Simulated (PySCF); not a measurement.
First hyperpolarisability: SMILES c1(CCC)ccccn1, C8H11N

Geometry:
```tsv
atom	x (Å)	y (Å)	z (Å)
C1	-2.287	1.087	0.043
C2	-2.031	-0.291	-0.546
C3	-0.987	-1.113	0.218
C4	0.378	-0.482	0.215
C5	1.249	-0.654	-0.871
C6	2.487	-0.022	-0.854
C7	2.823	0.765	0.245
C8	1.893	0.875	1.276
N9	0.707	0.273	1.267
H10	-1.375	1.702	0.048
H11	-2.630	1.015	1.087
H12	-3.056	1.626	-0.530
H13	-2.973	-0.866	-0.569
H14	-1.711	-0.194	-1.599
H15	-1.300	-1.227	1.267
H16	-0.925	-2.120	-0.225
H17	0.952	-1.282	-1.714
H18	3.184	-0.144	-1.688
H19	3.784	1.280	0.306
H20	2.121	1.484	2.160
```

Theory: PySCF, quadratic response CAM-B3LYP/aug-cc-pVDZ first hyperpolarisability, Taylor convention, gas phase. Geometry: PBE0-D3(BJ)/def2-SVP.

Question: Give β for the processes computed.

Answer: In au, Taylor convention; the vector part is βᵢ = ⅓ Σⱼ (βᵢⱼⱼ + βⱼᵢⱼ + βⱼⱼᵢ); β∥ is 3/5 of the vector part along the dipole, the dipole points from − to +:
```
                   process  λ (nm)  β vector norm     β∥  β HRS  depolarisation ratio
           static β(0;0,0)       ∞           98.9  -16.3   44.4                  3.97
second harmonic β(−2ω;ω,ω)    1907          104.2  -16.9   46.6                  4.02
         Pockels β(−ω;ω,0)    1907          100.6  -16.5      –                     –
second harmonic β(−2ω;ω,ω)    1064          117.9  -18.2   52.3                  4.16
         Pockels β(−ω;ω,0)    1064          104.6  -16.9      –                     –
```

Question: Which lowest excitations, dipole and polarisabilities go with it?

Answer: S1 5.06 eV (f = 0.005); S2 5.36 eV (f = 0.001); S3 5.45 eV (f = 0.062); dipole 1.88 D; isotropic α 101.5 au static, 101.8 au at 1907 nm, 102.5 au at 1064 nm, 102.8 au at 953.5 nm, 106.0 au at 532 nm.
